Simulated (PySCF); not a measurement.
# Ionisation energy of Tm by level of theory

Tm [Xe] 4f13 6s2 (2F) → Tm⁺ [Xe] 4f13 6s1 (3F), as a difference of total energies. Computed with PySCF 2.14 in cc-pVDZ-X2C (8s7p5d3f1g, 84 functions), with scalar relativity by spin-free X2C-1e. Correlated levels: valence: [Kr] 4d10 frozen. The calculations carry no spin-orbit coupling.

```tsv
method	ionisation energy (eV)	error (eV)
UHF	5.074	-1.110
MP2 (valence)	6.074	-0.110
SCS-MP2 (valence)	6.073	-0.111
CCSD (valence)	5.993	-0.191
CCSD(T) (valence)	6.095	-0.089
```

Reference: 6.184 eV (measured; NIST Atomic Spectra Database, ionization energies).

Errors of the correlated levels include the incompleteness of this basis and the frozen core.
